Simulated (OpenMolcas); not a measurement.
**Ne³⁺: Slater's ratio, worked from levels**

- Program: OpenMolcas
- Basis: ANO-RCC-VQZP [5s4p3d2f1g]
- Scalar Hamiltonian: DKH2, point nucleus
- Active space: 5 electrons in 4 orbitals (2s 2p)
- State averaging: 2S+1 = 4 odd, 1 root; 2S+1 = 2 odd, 8 roots; 2S+1 = 4 even, 3 roots; 2S+1 = 2 even, 6 roots
- Spin-orbit coupling: state interaction with AMFI integrals over the reference wave functions, term energies averaged over their components

Methods: CASSCF; SS-CASPT2, IPEA 0.25 Eh, imaginary shift 0.1 Eh (closed shells correlated: 1s).

**Slater's ratio.** With one set of orbitals, p3 has ²D° - ⁴S° = 9 F2 and ²P° - ²D° = 6 F2 (F2 = F²/25), a ratio of 2/3. Term energies are centres of gravity, weighted by 2J + 1.

```csv
Source,²D° - ⁴S°,²P° - ⁴S°,F2 from the first,Ratio
CASSCF,45086,62644,5010,0.389
SS-CASPT2,41756,62739,4640,0.503
```

Energies in cm-1. A ratio away from 2/3 shows effects beyond one configuration with one set of orbitals, and in heavier atoms second-order spin-orbit shifts. In CASSCF the valence s occupation is 1.95 in ²P° against 2.00 in ²D°: mixing out of s² acts most on ²P° and pulls it down.

CASPT2 breaks the degeneracy within a term, and the mean is taken; among the terms shown or strongly mixed into the levels shown the widest spread is 120 cm-1 (2s² 2p³ ²D°, SS-CASPT2). Levels of configurations outside the active space are missing.

° marks odd parity.
